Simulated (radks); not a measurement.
The nuclear charge of the ytterbium ion Yb2+ is varied continuously with 68 electrons held in [Xe] 4f14. All-electron calculation, scalar-relativistic Kohn-Sham, r2SCAN, spin-polarised, spherical densities, finite nucleus; meta-GGA in the generalised Kohn-Sham scheme; Fermi nuclear charge, rms radius 5.3108 fm. Program: a radial shooting solver on a logarithmic mesh with Libxc functionals. By the Hellmann-Feynman theorem dE/dZ = E(electron-nucleus)/Z, the electronic potential at the nucleus (averaged over a nucleus of fixed radius). The scalar-relativistic energy here is not variational (the density holds large components alone), so the two differ by a part that grows with Z.

[
 {"Z": "69", "E (hartree)": "-13567.0503", "E(electron-nucleus)/Z (hartree)": "-483.249", "HOMO": "4f", "e(HOMO) (eV)": "-3.320", "<r> HOMO (bohr)": "0.8942"},
 {"Z": "69.1", "E (hartree)": "-13615.7521", "E(electron-nucleus)/Z (hartree)": "-484.317", "HOMO": "4f", "e(HOMO) (eV)": "-4.350", "<r> HOMO (bohr)": "0.8746"},
 {"Z": "69.2", "E (hartree)": "-13664.5623", "E(electron-nucleus)/Z (hartree)": "-485.382", "HOMO": "4f", "e(HOMO) (eV)": "-5.504", "<r> HOMO (bohr)": "0.8584"},
 {"Z": "69.3", "E (hartree)": "-13713.4806", "E(electron-nucleus)/Z (hartree)": "-486.445", "HOMO": "4f", "e(HOMO) (eV)": "-6.759", "<r> HOMO (bohr)": "0.8446"},
 {"Z": "69.4", "E (hartree)": "-13762.5069", "E(electron-nucleus)/Z (hartree)": "-487.506", "HOMO": "4f", "e(HOMO) (eV)": "-8.096", "<r> HOMO (bohr)": "0.8323"},
 {"Z": "69.5", "E (hartree)": "-13811.6410", "E(electron-nucleus)/Z (hartree)": "-488.567", "HOMO": "4f", "e(HOMO) (eV)": "-9.504", "<r> HOMO (bohr)": "0.8213"},
 {"Z": "69.6", "E (hartree)": "-13860.8827", "E(electron-nucleus)/Z (hartree)": "-489.626", "HOMO": "4f", "e(HOMO) (eV)": "-10.975", "<r> HOMO (bohr)": "0.8112"},
 {"Z": "69.7", "E (hartree)": "-13910.2322", "E(electron-nucleus)/Z (hartree)": "-490.684", "HOMO": "4f", "e(HOMO) (eV)": "-12.501", "<r> HOMO (bohr)": "0.8018"},
 {"Z": "69.8", "E (hartree)": "-13959.6893", "E(electron-nucleus)/Z (hartree)": "-491.743", "HOMO": "4f", "e(HOMO) (eV)": "-14.079", "<r> HOMO (bohr)": "0.7930"},
 {"Z": "69.9", "E (hartree)": "-14009.2539", "E(electron-nucleus)/Z (hartree)": "-492.801", "HOMO": "4f", "e(HOMO) (eV)": "-15.704", "<r> HOMO (bohr)": "0.7847"},
 {"Z": "70", "E (hartree)": "-14058.9262", "E(electron-nucleus)/Z (hartree)": "-493.858", "HOMO": "4f", "e(HOMO) (eV)": "-17.375", "<r> HOMO (bohr)": "0.7769"},
 {"Z": "70.1", "E (hartree)": "-14108.7060", "E(electron-nucleus)/Z (hartree)": "-494.916", "HOMO": "4f", "e(HOMO) (eV)": "-19.087", "<r> HOMO (bohr)": "0.7694"},
 {"Z": "70.2", "E (hartree)": "-14158.5933", "E(electron-nucleus)/Z (hartree)": "-495.974", "HOMO": "4f", "e(HOMO) (eV)": "-20.839", "<r> HOMO (bohr)": "0.7623"},
 {"Z": "70.3", "E (hartree)": "-14208.5883", "E(electron-nucleus)/Z (hartree)": "-497.031", "HOMO": "4f", "e(HOMO) (eV)": "-22.630", "<r> HOMO (bohr)": "0.7555"},
 {"Z": "70.4", "E (hartree)": "-14258.6909", "E(electron-nucleus)/Z (hartree)": "-498.089", "HOMO": "4f", "e(HOMO) (eV)": "-24.458", "<r> HOMO (bohr)": "0.7490"},
 {"Z": "70.5", "E (hartree)": "-14308.9011", "E(electron-nucleus)/Z (hartree)": "-499.147", "HOMO": "4f", "e(HOMO) (eV)": "-26.322", "<r> HOMO (bohr)": "0.7427"},
 {"Z": "70.6", "E (hartree)": "-14359.2189", "E(electron-nucleus)/Z (hartree)": "-500.205", "HOMO": "4f", "e(HOMO) (eV)": "-28.220", "<r> HOMO (bohr)": "0.7366"},
 {"Z": "70.7", "E (hartree)": "-14409.6444", "E(electron-nucleus)/Z (hartree)": "-501.264", "HOMO": "4f", "e(HOMO) (eV)": "-30.153", "<r> HOMO (bohr)": "0.7307"},
 {"Z": "70.8", "E (hartree)": "-14460.1777", "E(electron-nucleus)/Z (hartree)": "-502.322", "HOMO": "4f", "e(HOMO) (eV)": "-32.118", "<r> HOMO (bohr)": "0.7251"},
 {"Z": "70.9", "E (hartree)": "-14510.8186", "E(electron-nucleus)/Z (hartree)": "-503.381", "HOMO": "4f", "e(HOMO) (eV)": "-34.115", "<r> HOMO (bohr)": "0.7196"},
 {"Z": "71", "E (hartree)": "-14561.5674", "E(electron-nucleus)/Z (hartree)": "-504.441", "HOMO": "4f", "e(HOMO) (eV)": "-36.143", "<r> HOMO (bohr)": "0.7142"}
]

The central difference of E at Z = 70 is -497.260 hartree, to compare with the third column; the second derivative is -10.8 hartree.
